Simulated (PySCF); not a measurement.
## Calculated properties of `C(OC)/C=C/C(=O)O`

C₅H₈O₃.
SMILES with atom numbers: `[CH3:1][O:2][CH2:3]/[CH:4]=[CH:5]/[C:6](=[O:7])[OH:8]` (hydrogens: H9, H10, H11 on C1; H12, H13 on C3; H14 on C4; H15 on C5; H16 on O8)

Some functional groups and rings: carboxylic acid, C=C double bond and ether.

GFN2-xTB geometry:

| Property | Result |
| --- | --- |
| Point group of the GFN2-xTB geometry | Cs |
| Rotational constants A, B, C of the GFN2-xTB geometry | 6.339, 0.820, 0.733 GHz |

**PBE0/def2-SVPD ground state and vertical TDDFT (core frozen in the response) (PySCF)**

| Item | Value |
| --- | --- |
| Dipole moment | 4.08 D |
| HOMO energy | -7.80 eV |
| LUMO energy | -1.31 eV |
| HOMO–LUMO gap | 6.49 eV |
| Lowest singlet excitation | 4.88 eV (254 nm, f = 0.000) |
| Strongest line among the 8 lowest singlet transitions | S3 at 6.42 eV (193 nm, f = 0.437) |
| Lowest triplet excitation (Tamm–Dancoff) | 3.84 eV |
| Static isotropic polarisability | 76.9 au |
| Electronic spatial extent ⟨r²⟩ about the centre of nuclear charge | 1487 bohr² |

Monoisotopic mass (most abundant isotopes): 116.0473 u.

No computed singlet falls in the visible range (750 to 380 nm, 1.65 to 3.26 eV); S1 lies 1.62 eV above its blue end. The largest Löwdin shares of the LUMO are 0.28 on C4, 0.18 on C6, 0.18 on C5 and 0.17 on O7. With B = h/(8π²I), that is 505.379 GHz u Å² over I, the principal moments of inertia are 79.7, 616.3 and 689.7 u Å² (most abundant isotopes); the inertial defect Ic − Ia − Ib is -6.3 u Å² (zero for a rigid planar frame, negative otherwise). The largest Löwdin shares of the HOMO are 0.34 on O2, 0.15 on C5, 0.11 on C3 and 0.11 on C4. The 8 singlets span 4.88 to 7.52 eV, and their oscillator strengths add up to 0.68. The dipole matches unit charges of opposite sign 0.85 Å apart (1 e·Å = 4.8032 D).

Isolated species at its GFN2-xTB geometry (one conformer only).

Conformer computed: `[CH3:1][O:2][CH2:3]/[CH:4]=[CH:5]/[C:6](=[O:7])[OH:8]`: C1–O2–C3–C4 180°, O2–C3–C4–C5 0°, C4–C5–C6–O7 180°, H–O8–C6–C5 180°.
